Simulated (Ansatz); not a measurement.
WS4 (the lowest singlet isomer of a short search), 5 atoms. Hardware: 4 threads of AMD EPYC 7R43 on a shared host.

In the def2 sets W takes a core potential; there is no spin–orbit coupling.

(1) How many basis functions does each of these Ansatz runs have, and roughly what does it cost? PBE-D4/def2-SVP, charge 0 quintet, relaxation, 10 steps; HF/def2-TZVP, charge 0 triplet, energy, from earlier orbitals; PBE-D4/def2-TZVP, charge 0 singlet, energy and forces, from earlier orbitals; PBE-D4/def2-SVP, charge 0 singlet, relaxation, 19 steps; ωB97M-V/def2-TZVP, charge 0 triplet, energy, from earlier orbitals; PBE-D4/def2-TZVPD, charge 0 singlet, energy, from earlier orbitals; r2SCAN-D4/def2-TZVP, charge 1 doublet at the geometry of the charge 0 singlet, energy, from earlier orbitals; PBE0-D4/def2-TZVP, charge 0 singlet, energy, from earlier orbitals; r2SCAN-D4/def2-TZVP, charge 0 triplet, energy, from earlier orbitals; ωB97M-V/def2-TZVP, charge 0 singlet, energy, from earlier orbitals; PBE0-D4/def2-TZVP, charge 0 quintet, energy, from earlier orbitals; PBE-D4/def2-SVP, charge 0 triplet, relaxation, 5 steps.

Answers

(1) Other jobs shared the machine, so times can vary by a factor of up to 3. A dash marks memory too small to be measured apart from the calling script's.

```csv
run,functions,fitting or Cholesky vectors,wall time,peak host memory (GiB)
"PBE-D4/def2-TZVP, charge 0 singlet, energy and forces, from earlier orbitals",188,1368,2.8 s,–
"PBE-D4/def2-TZVPD, charge 0 singlet, energy, from earlier orbitals",227,1518,3.7 s,–
"PBE0-D4/def2-TZVP, charge 0 singlet, energy, from earlier orbitals",188,1484,6 s,0.62
"r2SCAN-D4/def2-TZVP, charge 0 triplet, energy, from earlier orbitals",188,1368,10 s,–
"PBE0-D4/def2-TZVP, charge 0 quintet, energy, from earlier orbitals",188,1484,12 s,0.87
"PBE-D4/def2-SVP, charge 0 triplet, relaxation, 5 steps",104,1127,12 s,–
"ωB97M-V/def2-TZVP, charge 0 singlet, energy, from earlier orbitals",188,1424,12 s,0.76
"HF/def2-TZVP, charge 0 triplet, energy, from earlier orbitals",188,1797,14 s,1.2
"r2SCAN-D4/def2-TZVP, charge 1 doublet at the geometry of the charge 0 singlet, energy, from earlier orbitals",188,1368,16 s,–
"ωB97M-V/def2-TZVP, charge 0 triplet, energy, from earlier orbitals",188,1424,20 s,1.2
"PBE-D4/def2-SVP, charge 0 quintet, relaxation, 10 steps",104,1127,21 s,–
"PBE-D4/def2-SVP, charge 0 singlet, relaxation, 19 steps",104,1127,22 s,–
```
